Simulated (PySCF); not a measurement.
InO, SMILES [O]=[In], multiplicity 2.

Geometry optimised at B3LYP-D3(BJ)/def2-TZVP. The def2 effective core potentials stand for the cores of In; spin–orbit coupling is left out.

These are PySCF with M06-2X/def2-TZVPD values and carry that method's errors.

Isolated molecule, no solvent.

The total energy is -265.23834 hartree and the point group is C∞v. The α spin, highest occupied and lowest empty level is -8.78 and -0.98 eV, the β spin, highest occupied and lowest empty level is -8.67 and -2.89 eV and the dipole moment is 4.54 D. The mean static polarisability is 51.7 bohr³ (7.66 Å³), the polarisability, principal values is 47.4, 47.4, 60.3 bohr³ and the ⟨S²⟩ is 0.775 (pure state 0.75).
